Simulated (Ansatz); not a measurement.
Input for Ansatz (an electronic-structure program):
Ansatz 0.2 input:
```yaml
crystal:
  periodic: [false, false, false]
  atoms:
    - {symbol: Cl, position_ang: [-0.00000000, -0.00000000, -0.07394818]}
    - {symbol: H, position_ang: [0.00000000, 0.00000000, 1.25711911]}
basis:
  gaussian:
    orbitals: def2-TZVP
hamiltonian:
  xc: hse06
total_charge: 1
magnetization: {spin_polarized: true, initial_magnetization: 1}
```

Q: What does this run give for the total energy, <S^2>, number of basis functions?

A: 
| Property | Result |
|---|---|
| total energy | -460.1916 Eh |
| <S^2> | 0.755 |
| number of basis functions | 43 |
